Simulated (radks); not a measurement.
Problem. The erbium ion Er22+, configuration [Kr] 4d10. Method: scalar-relativistic Kohn-Sham, LB94 model potential, spin-polarised, spherical densities, finite nucleus; Fermi nuclear charge, rms radius 5.2516 fm; computed with a radial shooting solver on a logarithmic mesh with Libxc functionals. Some entries of the table are withheld. Estimate them.

| orbital | occ. | eigenvalue (hartree) | <r^2> (bohr^2) |
|---|---|---|---|
| 1s | 2 | -2139.775 | 0.0005663 |
| 2s | 2 | -380.2185 | (1) |
| 2p | 6 | -339.3037 | 0.007162 |
| 3s | 2 | (2) | 0.05757 |
| 3p | 6 | (3) | 0.05780 |
| 3d | 10 | -76.43174 | 0.04814 |
| 4s | 2 | -38.42944 | 0.2660 |
| 4p | 6 | (4) | 0.2908 |
| 4d | 10 | (5) | 0.3131 |

Solution. 
(1) 2s <r^2> (bohr^2): 0.008809
(2) 3s eigenvalue (hartree): -104.5574
(3) 3p eigenvalue (hartree): -92.08349
(4) 4p eigenvalue (hartree): -34.11753
(5) 4d eigenvalue (hartree): -28.37971
